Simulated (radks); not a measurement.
All-electron atom: Pr III in [Xe] 4f3. All-electron calculation, scalar-relativistic Kohn-Sham, SCAN, spin-unpolarised, spherical densities, finite nucleus; meta-GGA in the generalised Kohn-Sham scheme; Fermi nuclear charge, rms radius 4.8919 fm. Program: a radial shooting solver on a logarithmic mesh with Libxc functionals.

Local quantities along the radius. ELF = 1/(1 + alpha^2) is the electron localisation function; alpha = (tau - tau_W)/tau_unif compares the Pauli kinetic energy density with that of the uniform gas. tau is taken from the large components.

```
   r/bohr * ELF (the largest magnitude, 0.999, reaches the edge; | marks zero)
 0.001704 |                                                      *
 0.002255 |                                                      *
 0.002983 |                                                      *
 0.003947 |                                                      *
 0.005223 |                                                      *
  0.00691 |                                                      *
 0.009143 |                                                      *
   0.0121 |                                                     *
  0.01601 |                                                  *
  0.02118 |                                        *
  0.02802 |                       *
  0.03678 |                 *
  0.04867 |                          *
  0.06439 |                                      *
   0.0852 |                                      *
   0.1127 |                       *
   0.1492 |                   *
   0.1974 |                                    *
   0.2611 |                                        *
   0.3455 |                 *
   0.4572 |                 *
   0.6049 |                                        *
   0.8003 |                                *
    1.051 |               *
     1.39 |                         *
    1.839 |                                       *
    2.433 |                           *
     3.22 |    *
     4.26 *
    5.637 *
```

On this mesh the ELF has minima near r = 0.037, 0.13, 0.40, 1.1 bohr, which separate the shells, and maxima near 0.074 (0.75), 0.23 (0.75), 0.60 (0.74), 1.8 (0.72).
